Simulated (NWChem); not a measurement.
System: BSiH$_{3}$F$_{2}$; SMILES FB(F)[SiH3]

The following NWChem deck was run.

```
start job
memory heap 200 mb stack 900 mb global 1100 mb
geometry units angstroms
  B     -0.006469     0.577343     0.003469
  F     -1.114828     1.291887    -0.002932
  F      1.125943     1.255191    -0.003235
  Si    -0.010021    -1.458086     0.004479
  H      0.898382    -1.964497     1.078416
  H      0.505743    -1.946237    -1.312556
  H     -1.385704    -1.996163     0.219969
end
basis spherical
  B library def2-svp
  F library def2-svp
  Si library def2-svp
  H library def2-svp
end
dft
  xc slater vwn_5
  iterations 150
end
driver
  maxiter 120
end
task dft optimize
task dft freq
```

The level has its own optimisation; frequencies are unscaled.

Q: Predict the main results of this run. (LDA (Slater exchange, VWN5)/def2-SVP.) Quantities: r B–F (Å); r B–Si (Å); highest harmonic frequency (cm⁻¹); lowest (cm⁻¹); zero-point energy (kcal/mol); dipole (D).

A: 
```
Property                           Result
---------------------------------  ------
r B–F (Å)                           1.316
r B–Si (Å)                          2.019
highest harmonic frequency (cm⁻¹)    2181
lowest (cm⁻¹)                          13
zero-point energy (kcal/mol)         20.6
dipole (D)                           0.57
```
